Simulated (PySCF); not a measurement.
A species of formula C8H16N2 has this rotational fingerprint, computed with PBE0/pcSseg-1 in PySCF (dipole) on a GFN2-xTB geometry, gas phase:

```
Rotational constants : A = 1903, B = 1156, C = 876.3 MHz
Dipole components    : |μa| = 2.24 D, |μb| = 0.76 D, |μc| = 0.22 D
Inertial defect      : -125.84 u·Å²
κ                    : -0.45
```

Problem. Which structure is it? (One computed conformer of each.)
A. `[CH3:1][C:2]([CH3:3])([CH3:4])[CH2:5][N:6]1[CH2:7][CH2:8][CH:9]=[N:10]1` with C2–C5–N6–C7 -110°, C5–N6–C7–C8 -159°, N6–C7–C8–C9 10°, C7–C8–C9–N10 -5°, C5–N6–N10–C9 158°
B. `[CH2:1]=[CH:2][CH2:3][NH:4][N:5]([CH2:6][CH3:7])[CH:8]1[CH2:9][CH2:10]1` with C1–C2–C3–N4 139°, C2–C3–N4–N5 166°, C3–N4–N5–C6 -148°, N4–N5–C6–C7 66°, N4–N5–C8–C9 -91°
C. `[CH3:1][C:2]1=[N:3][NH:4][CH2:5][C@H:6]1[C:7]([CH3:8])([CH3:9])[CH3:10]` with C2–N3–N4–C5 -11°, N3–N4–C5–C6 15°, N4–C5–C6–C7 -139°, C1–C2–C6–C5 180°
D. `[CH3:1][CH:2]([CH3:3])[N:4]([CH3:5])/[N:6]=[CH:7]/[CH:8]1[CH2:9][CH2:10]1` with C1–C2–N4–C5 -159°, C2–N4–N6–C7 162°, N6–C7–C8–C9 145°
E. `[CH3:1][CH2:2]/[C:3]([CH3:4])=[N:5]/[N:6]=[CH:7]/[CH:8]([CH3:9])[CH3:10]` with C1–C2–C3–C4 -66°, C3–N5–N6–C7 100°, N6–C7–C8–C9 123°
F. `[CH2:1]=[CH:2][CH2:3][NH:4][N:5]1[CH2:6][CH2:7][CH2:8][CH2:9][CH2:10]1` with C1–C2–C3–N4 -133°, C2–C3–N4–N5 -166°, C3–N4–N5–C6 -84°, N4–N5–C6–C7 174°, N5–C6–C7–C8 58°, C6–C7–C8–C9 -56°, C7–C8–C9–C10 56°

Solution. C. It is CC1=NNC[C@H]1C(C)(C)C, an asymmetric top, point group C1. The candidates at the same level (rigid rotor, commonest isotopes):

```csv
SMILES,A (MHz),B (MHz),C (MHz),μa (D),μb (D),μc (D),Δ (u·Å²),point group,rotor
CC1=NNC[C@H]1C(C)(C)C,1903,1156,876.3,2.24,0.76,0.22,-125.84,C1,asymmetric top
C=CCNN(CC)C1CC1,1706,823.0,591.4,0.57,0.91,0.74,-55.72,C1,asymmetric top
CC/C(C)=N/N=C/C(C)C,3194,496.6,465.3,0.29,1.42,1.24,-89.78,C1,near-prolate asymmetric top
CC(C)N(C)/N=C/C1CC1,2564,621.9,583.2,0.53,1.40,0.33,-143.15,C1,near-prolate asymmetric top
CC(C)(C)CN1CCC=N1,2846,792.7,731.6,0.78,1.85,0.22,-124.37,C1,near-prolate asymmetric top
C=CCNN1CCCCC1,3838,580.4,529.8,0.59,0.88,0.64,-48.64,C1,near-prolate asymmetric top
```

`CC(C)N(C)/N=C/C1CC1` has B 46 % too low; `CC/C(C)=N/N=C/C(C)C` has A 68 % too high; `CC(C)(C)CN1CCC=N1` has A 49 % too high; `C=CCNN(CC)C1CC1` has C 33 % too low; `C=CCNN1CCCCC1` has A 102 % too high. No structure here is proved a minimum.
